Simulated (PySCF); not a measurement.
# Iodine: a sound run and one with changed settings

Sound run: I⁺ [Kr] 4d10 5s2 5p4, I²⁺ [Kr] 4d10 5s2 5p3. Calculation: PySCF 2.14, in aug-cc-pVDZ-PP with ECP28MDF; scalar relativity through the core potential. In the sound run the correlated levels freeze 4s2 4p6 4d10 outside the core potential. The sound run starts from symmetry-adapted Hartree-Fock orbitals and uses a fine grid where one is needed.

Changed run: all electrons correlated in a basis built for the valence shell.

```
species  method  sound run (hartree)  changed run (hartree)  converged
     I⁺     MP2           -294.36307             -294.38995        yes
    I²⁺     MP2           -293.70215             -293.72712        yes
```

Ionisation energy of I⁺:

```json
{"method": "UHF", "sound run (eV)": "17.602", "changed run (eV)": "17.602"}
{"method": "MP2", "sound run (eV)": "17.985", "changed run (eV)": "18.037"}
{"method": "SCS-MP2", "sound run (eV)": "17.994", "changed run (eV)": "18.021"}
```

A valence basis has no tight correlating functions, so it recovers only part of the core correlation, and not evenly between atom and ion.

For comparison, NIST gives 19.131 eV between the lowest levels.
